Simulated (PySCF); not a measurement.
## How methods differ on the excitation energy of K

K [Ar] 4s1 (2S) → K [Ar] 3d1 (2D), as a difference of total energies. All numbers are calculated (PySCF 2.14, the spin-free X2C one-electron Hamiltonian (Gaussian nucleus), in dyall-av3z (25s18p5d2f, 118 functions)). The calculations carry no spin-orbit coupling.

| method | excitation energy (eV) |
| --- | --- |
| UHF | 2.468 |
| LDA | 2.501 |
| PBE | 2.337 |
| PBE0 | 2.392 |
| r2SCAN | 2.369 |
| LC-wPBE | 2.532 |
| CAM-B3LYP | 2.580 |
| BP86 | 2.292 |

For comparison: 2.670 eV (measured; NIST levels, between the centres of gravity of the two terms).
